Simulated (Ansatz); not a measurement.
`[CH3][Nb](=[NH])([F])[Cl]` + HCl → `[NH]=[Nb]([F])([Cl])[Cl]` + CH₄ at 400 K and 1 bar (ligand exchange at the Nb–C bond).

Gas-phase electronic energies from Ansatz, PBE0-D4/def2-TZVP geometries. CCSD(T)/CBS is the MP2 limit (def2-TZVPP, def2-QZVPP) plus CCSD(T) − MP2 in def2-TZVPP, frozen cores. This one scheme is used for every species. def2 core potentials past Kr. For Nb outer-core shells are correlated without core-valence functions, which leaves a few kJ/mol of doubt a bond. One conformer a species, not always the lowest.

```json
{"species": "`[CH3][Nb](=[NH])([F])[Cl]`", "CCSD(T)/CBS energy (Eh)": "-711.80026", "H − E (kJ/mol)": "172.9", "S (J/(mol·K))": "407.3"}
{"species": "HCl", "CCSD(T)/CBS energy (Eh)": "-460.38127", "H − E (kJ/mol)": "29.6", "S (J/(mol·K))": "195.4"}
{"species": "`[NH]=[Nb]([F])([Cl])[Cl]`", "CCSD(T)/CBS energy (Eh)": "-1131.78423", "H − E (kJ/mol)": "80.3", "S (J/(mol·K))": "390.6"}
{"species": "CH₄", "CCSD(T)/CBS energy (Eh)": "-40.46206", "H − E (kJ/mol)": "131.3", "S (J/(mol·K))": "197.2"}
```

H − E and S are ideal-gas, rigid-rotor, harmonic terms from PBE0-D4/def2-TZVP, for one conformer and one mirror image of each species. 1 Eh = 2625.50 kJ/mol, R = 8.31446 J/(mol·K).

Task: By hand: ΔE, ΔH, ΔS and ΔG.

Result: ΔE = (-1131.78423) + (-40.46206) − (-711.80026) − (-460.38127) = -0.06476 Eh = -170.0 kJ/mol. Δ(H − E) = 80.3 + 131.3 − 172.9 − 29.6 = 9.1, so ΔH = -160.9 kJ/mol. ΔS = 390.6 + 197.2 − 407.3 − 195.4 = -14.9 J/(mol·K). ΔG = -160.9 − 400 × (-14.9)/1000 = -154.9 kJ/mol.

Task: By hand: the equilibrium constant, and the temperature at which ΔG would vanish if ΔH and ΔS stayed fixed.

Result: log₁₀ K = −ΔG/(RT ln 10) = 20.2. ΔG = 0 at ΔH/ΔS = 10799 K, far beyond where these terms or the molecules hold.

The number of gas molecules stays the same, so ΔS is small and ΔH decides. A doubt of 5 kJ/mol in ΔE shifts log₁₀ K by 0.7 here. Other conformers and mirror images would add mixing entropy, several J/(mol·K) or more a flexible species. These are equilibria of isolated gas molecules and say nothing of rates. Largest T1 diagnostic: 0.020 (customary marks: 0.02 for closed shells, 0.045 for open ones).
